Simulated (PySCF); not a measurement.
Computed shifts of a molecule C3H3F3, PBE/pcSseg-1 (PySCF), GIAO, gas phase, equivalent atoms averaged, in ppm (number of nuclei): ¹⁹F: -171.0 (1), -189.0 (1), -267.9 (1). ¹³C: 117.1 (1), 77.0 (1), 22.7 (1). ¹H: 4.77 (1), 1.68 (2). References: ¹⁹F against CFCl3 (σ = 133.6 ppm); ¹³C against TMS (σ = 182.0 ppm); ¹H against TMS (σ = 31.49 ppm), references at their B3LYP-D3(BJ)/def2-TZVP geometries, non-relativistic. Coordinates come from a PBE0-D3(BJ)/def2-SVP optimisation. One conformer was computed; it need not be the lowest.

Problem. Which structure fits?
A. F[C@H]1CC1(F)F
B. C=C(F)C(F)F
C. F[C@H]1[C@H](F)[C@H]1F
D. F/C=C\C(F)F

Solution. A, F[C@H]1CC1(F)F
